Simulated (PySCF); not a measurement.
Compound: C2H9BSi.
Bonds: B1–C2, C2–C3, C3–Si4. Hydrogens: H5, H6 on B1; H7, H8 on C2; H9, H10 on C3; H11, H12, H13 on Si4.

Theory: PBE0-D3(BJ)/def2-SVP geometry optimisation, gas phase (PySCF 2.14.0).

**Question.** List the bond lengths, angles and torsions at this level.

**Answer.** 
```json
{"bond": "B1–C2", "length (Å)": "1.554", "order": "single"}
{"bond": "C2–C3", "length (Å)": "1.529", "order": "single"}
{"bond": "C3–Si4", "length (Å)": "1.887", "order": "single"}
{"bond": "B1–H5, B1–H6", "length (Å)": "1.212", "order": "single"}
{"bond": "C2–H7", "length (Å)": "1.118", "order": "single"}
{"bond": "C2–H8", "length (Å)": "1.105", "order": "single"}
{"bond": "C3–H9, C3–H10", "length (Å)": "1.104", "order": "single"}
{"bond": "Si4–H11, Si4–H12, Si4–H13", "length (Å)": "1.497", "order": "single"}
```

Bonds in one row agree within 0.01 Å and their mean is given. Orders are formal, as drawn. A selection of angles:
```json
{"angle": "C2–B1–H5", "degrees": "121.2"}
{"angle": "C2–B1–H6", "degrees": "119.8"}
{"angle": "H5–B1–H6", "degrees": "118.7"}
{"angle": "B1–C2–C3", "degrees": "119.3"}
{"angle": "B1–C2–H7", "degrees": "98.3"}
{"angle": "B1–C2–H8", "degrees": "111.7"}
{"angle": "C3–C2–H7", "degrees": "110.4"}
{"angle": "C3–C2–H8", "degrees": "112.3"}
{"angle": "H7–C2–H8", "degrees": "102.6"}
{"angle": "C2–C3–Si4", "degrees": "112.8"}
{"angle": "C2–C3–H9", "degrees": "110.4"}
{"angle": "C2–C3–H10", "degrees": "111.7"}
{"angle": "Si4–C3–H9", "degrees": "107.6"}
{"angle": "H9–C3–H10", "degrees": "106.3"}
{"angle": "C3–Si4–H11", "degrees": "110.2"}
{"angle": "C3–Si4–H12", "degrees": "111.3"}
{"angle": "H11–Si4–H12", "degrees": "108.6"}
{"angle": "H11–Si4–H13", "degrees": "107.7"}
```

Dihedral angles: B1–C2–C3–Si4 74° (synclinal). The mirror-image conformer, all signs reversed, is as good.

B1 (three-coordinate boron) is planar (angles 121.2°, 119.8° and 118.7°, sum 359.8°, 0.03 Å off the plane of its three neighbours). Si4 (SiH3 silicon) is tetrahedral (angles from 107.7° to 111.3°).

Point group: C1 (no symmetry element, even within 0.4 Å). No frequency check. One conformer, not necessarily the lowest (H–B1–C2–C3 17° and -168°, B1–C2–C3–Si4 74°).
